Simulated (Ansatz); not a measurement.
One change: `NC(O)([SiH3])[CH2][GaH2]` becomes `NC(N)(O)[SiH3]`.

Ansatz, PBE0-D4/def2-TZVP geometries, multiplicity 1. Each molecule was computed in one conformer, which needn't be the lowest. `NC(O)([SiH3])[CH2][GaH2]` holds a close contact that its SMILES doesn't draw: Ga···O 2.17 Å.

Scalar relativity is left out up to krypton.

```
                                        property  `NC(O)([SiH3])[CH2][GaH2]`
             HOMO–LUMO gap (PBE/def2-TZVPP) / eV                        4.86
size of the dipole moment (B3LYP/def2-TZVPP) / D                        3.09
               HOMO energy (PBE/def2-TZVPP) / eV                       -5.91
              LUMO energy (PBE0/def2-TZVPP) / eV                       -0.23
  size of the dipole moment (PBE/def2-TZVPP) / D                        3.04
             HOMO energy (B3LYP/def2-TZVPP) / eV                       -6.86
```

(1) What does the change do to each property? (Best estimate.)

Answers

(1) Ansatz gave: 
```json
{"property": "HOMO–LUMO gap (PBE/def2-TZVPP) / eV", "`NC(N)(O)[SiH3]`": "4.91", "shift": "0.05"}
{"property": "size of the dipole moment (B3LYP/def2-TZVPP) / D", "`NC(N)(O)[SiH3]`": "1.26", "shift": "-1.83"}
{"property": "HOMO energy (PBE/def2-TZVPP) / eV", "`NC(N)(O)[SiH3]`": "-5.48", "shift": "0.43"}
{"property": "LUMO energy (PBE0/def2-TZVPP) / eV", "`NC(N)(O)[SiH3]`": "0.26", "shift": "0.49"}
{"property": "size of the dipole moment (PBE/def2-TZVPP) / D", "`NC(N)(O)[SiH3]`": "1.05", "shift": "-1.99"}
{"property": "HOMO energy (B3LYP/def2-TZVPP) / eV", "`NC(N)(O)[SiH3]`": "-6.60", "shift": "0.26"}
```

With PBE0 the HOMO rises by 0.27 eV and the LUMO rises by 0.49 eV, so the gap widens by about 0.22 eV. PBE moves the HOMO by 0.43 eV and ωB97M-V by 0.14 eV. Dipoles are sizes alone; their direction can turn.

Positive LUMOs are unbound, so they and the gaps depend on the basis.

B3LYP here is the variant with VWN-RPA as its local correlation; programs differ in this.
